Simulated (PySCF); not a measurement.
Species: C6H5NO.
Numbering: `[O:1]=[CH:2][c:3]1[cH:4][cH:5][cH:6][cH:7][n:8]1`

Structure used (PBE0-D3(BJ)/def2-TZVP), in Å, numbered top down from 1:
```xyz
13
C6H5NO angstrom
O      2.8696    0.9897   -0.8765
C      2.1874   -0.0006   -0.8934
C      0.8067   -0.0686   -0.3498
C      0.2127    1.0473    0.2275
C     -1.0745    0.9221    0.7168
C     -1.7081   -0.3062    0.6074
C     -1.0261   -1.3599    0.0119
N      0.2075   -1.2530   -0.4602
H      2.5401   -0.9591   -1.3220
H      0.7697    1.9746    0.2784
H     -1.5777    1.7651    1.1758
H     -2.7163   -0.4513    0.9759
H     -1.4978   -2.3333   -0.0875
```

Probes without a nucleus sit at each ring's centroid and 1 Å off its mean plane on both sides; NICS is minus the shielding there, NICSzz its component along the normal. Level: GIAO B97-2/pcSseg-2 (PySCF, non-relativistic, gas phase) on the PBE0-D3(BJ)/def2-TZVP geometry, one conformer.

Ring bond lengths (Å): C3–C4 1.390, C4–C5 1.383, C5–C6 1.386, C6–C7 1.389, C7–N8 1.325, N8–C3 1.332.

Question: Give the NICS values of each ring in ppm.

Answer: 
```json
{"ring": "C3–C4–C5–C6–C7–N8", "type": "6-membered ring with N; formal bonds all aromatic", "NICS(0)": "-7.0", "NICS(1), two faces": "-10.2 / -10.2", "NICS(1)zz, two faces": "-28.4 / -28.4", "rms pucker (Å)": "0.00", "centre to ring atoms, mean (Å)": "1.37"}
```

Question: What can be read from them?

Answer: 
- C3–C4–C5–C6–C7–N8: mean NICS(1)zz -28.4 ppm, shielded. The ring is flat and has no four-coordinate atom; by the NICS criterion it is aromatic.

Question: And the bond-length index? HOMA takes Krygowski's 1993 parameters.

Answer: 
- C3–C4–C5–C6–C7–N8: HOMA 1.00; the largest term is that of C7–N8, α(R − Ropt)² = 0.01. The geometric and the magnetic index point the same way.

Question: What are the shieldings of the ring atoms and their hydrogens in the same run (means over atoms taken as equivalent)?

Answer: 
```tsv
atoms	environment	σ isotropic (ppm)
C3	substituted aromatic carbon	24.6
C4	aromatic CH carbon	57.4
C5	aromatic CH carbon	42.4
C6	aromatic CH carbon	51.9
C7	aromatic CH next to a ring nitrogen	27.5
N8	pyridine-type nitrogen	-98.4
H10	aromatic hydrogen	23.27
H11	aromatic hydrogen	23.60
H12	aromatic hydrogen	24.04
H13	aromatic hydrogen	22.54
```

Question: How do the values depend on the level or the medium?

Answer: 
```csv
level,"NICS(0), C3–C4–C5–C6–C7–N8","mean NICS(1)zz, C3–C4–C5–C6–C7–N8"
"B97-2/pcSseg-2, gas",-7.0,-28.4
"KT3/pcSseg-2, gas",-6.8,-27.2
"PBE0/pcSseg-2, gas",-6.9,-28.6
"wB97X-D/pcSseg-2, gas",-6.9,-28.8
"WP04/pcSseg-2, IEF-PCM chloroform",-7.4,-27.6
"wB97X-D/pcSseg-2, IEF-PCM chloroform",-6.8,-28.7
```

The geometry is the same throughout; the continuum's cavity takes Bondi-type radii × 1.2.
